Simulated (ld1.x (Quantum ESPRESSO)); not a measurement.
Pt (Z = 78): variants of one TM potential

Base potential:

```
Element                 : platinum (Pt)
Generator               : ld1.x (Quantum ESPRESSO) 7.5
Type                    : norm-conserving Troullier–Martins (Kleinman–Bylander form)
Functional              : LDA (PZ)
Relativity              : scalar-relativistic
Frozen core             : [Xe]
Valence charge          : 24
Reference configuration : 4f14 5d9 6s0 6p0 (charge +1)
Partial waves           : 6s (bound, empty): rc 1.90 bohr; 6p (bound, empty): rc 2.35 bohr; 5d (bound): rc 1.45 bohr; 4f (bound): rc 0.50 bohr
Local potential         : the f channel
Core correction         : none
```

Cutoffs, loose and tight: the cutoffs (Ry, on a coarse ladder) from which the occupation-weighted sum of valence levels, in a spherical-Bessel basis at the reference potential, stays within 10 and 1 mRy of its value at 400 Ry. They do not see the model core or the augmentation charge, which bear on the density cutoff. Test errors are all-electron minus pseudo excitation energies from the reference, over the configurations 4f14 5d9 6s1 6p0; 4f14 5d8 6s0 6p0; 4f14 5d7 6s0 6p0; 4f13 5d9 6s1 6p0; 4f14 5d8 6s1 6p1; 4f13 5d10 6s1 6p0; 4f14 5d9.5 6s0.5 6p0 (two spin-polarised tests are not counted in the largest error). A dash means not determined; rows that change the core or the reference have their own tests. The largest error is taken over the tests solved by every variant that gives reliable tests at all: 4f14 5d7 6s0 6p0; 4f14 5d8 6s0 6p0; 4f14 5d9.5 6s0.5 6p0.

A true bound ghost makes a file unfit for plane-wave use even where its test errors are small: the radial tests pick states by their node count and pass the ghost by. Where a test does run into it, the solver fails or the error is huge.

Cutoffs are not given where the Bessel-basis levels miss the radial ones by over 6 mRy, ghosts where they miss by over 20 mRy; a channel whose overlap is not positive is not tested.

A file whose overlap is not positive is unfit for use, and its test errors describe a broken file.

| change | outcome | cutoff, loose | cutoff, tight | bound ghosts | largest test error (meV) |
| --- | --- | --- | --- | --- | --- |
| base | generated | – | – | d | -69 |
| wave 5d (bound): rc 1.45 bohr becomes 5d (bound): rc 1.30 bohr | generated | – | – | d | -68 |
| local potential all-electron potential smoothed inside 0.85 bohr (lloc = -1) | generated | – | – | not determined | -64 |
| all radii scaled by about 1.34 (s 2.54, p 3.14, d 1.94, f 0.66 bohr) | generated | – | – | d | -72 |
| type PAW; waves now 6s (bound): rcut 1.65, rcutus 1.90 bohr; 6s channel at -0.1 Ry: rcut 1.65, rcutus 1.90 bohr; 6p (bound): rcut 2.05, rcutus 2.35 bohr; 6p channel at 1.15 Ry: rcut 2.05, rcutus 2.35 bohr; 5d (bound): rcut 1.25, rcutus 1.45 bohr; 5d channel at -0.6 Ry: rcut 1.25, rcutus 1.45 bohr; 4f (bound): rcut 0.45, rcutus 0.50 bohr; 4f channel at -1.15 Ry: rcut 0.45, rcutus 0.50 bohr; local potential all-electron potential smoothed inside 0.85 bohr (lloc = -1); core correction a·sin(br)/r model core, default radius (ld1.x builds one for every PAW set, though the input has nlcc=.false.); augmentation BESSEL, radius 0.50 bohr | generated, overlap not positive | – | – | not determined (overlap not positive) | test run stopped at test 1 of 9 (negative rho) |
| wave 6s (bound): rc 1.90 bohr becomes 6s (bound): rc 2.34 bohr | generated | – | – | d | -69 |
| wave 6p (bound): rc 2.35 bohr becomes 6p (bound): rc 2.62 bohr | generated | – | – | d | -69 |
| core [Kr] 4d10 4f14 5s2, valence charge 16; reference 5p6 5d9 6s1 6p0; waves now 6s (bound): rc 1.75 bohr; 5d (bound): rc 1.50 bohr; 5p (bound): rc 1.20 bohr; local potential the p channel; core correction Bessel-smoothed model core inside 1.20 bohr | generated | 120 Ry | 200 Ry | s | -77 over the solved tests; 1 of 9 tests not solved or not reliable |
| wave 4f (bound): rc 0.50 bohr becomes 4f (bound): rc 0.36 bohr | generated, misses its reference levels by 0.32 eV | – | – | d | -64 |
| wave 6p (bound): rc 2.35 bohr becomes 6p (bound): rc 2.72 bohr | generated | – | – | d | -69 |

Task: What comes out with this change to the base: functional PBEsol?

Result: outcome: generated; bound ghosts: d; largest test error (meV): -81.

Task: What comes out with this change to the base: core correction a·sin(br)/r model core inside 0.58 bohr?

Result: outcome: generated; bound ghosts: d; largest test error (meV): -185.

Task: What comes out with this change to the base: reference 4f14 5d9 6s1 6p0?

Result: outcome: generated; bound ghosts: s, d; largest test error (meV): -19 over the solved tests; 2 of 9 tests not solved or not reliable.
